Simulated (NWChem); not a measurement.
Molecule: SnNH₄Br; SMILES [NH2][SnH2][Br]

```xyz
7

Sn     0.3014     0.8053     0.0000
N     -1.4334     1.8536     0.0000
Br    -0.0935    -1.6838     0.0000
H      1.1298     1.1567    -1.4488
H      1.1298     1.1567     1.4488
H     -2.0118     1.6885     0.8219
H     -2.0118     1.6885    -0.8219
```
Atoms are numbered in this order, from 1.

Results from NWChem. Medium grid unless said otherwise, to which SCAN and Minnesota functionals are sensitive. All runs use the structure optimised with PBE0/def2-SVP. def2 effective core potentials on Sn; no spin-orbit coupling.

**Question.** Order these by “dipole (D)”, lowest first: LDA (Slater exchange, VWN5)/def2-SVP; B3LYP/def2-SVP; M05-2X/def2-SVP.

**Answer.** B3LYP/def2-SVP (1.75), LDA (Slater exchange, VWN5)/def2-SVP (1.84), M05-2X/def2-SVP (1.90)
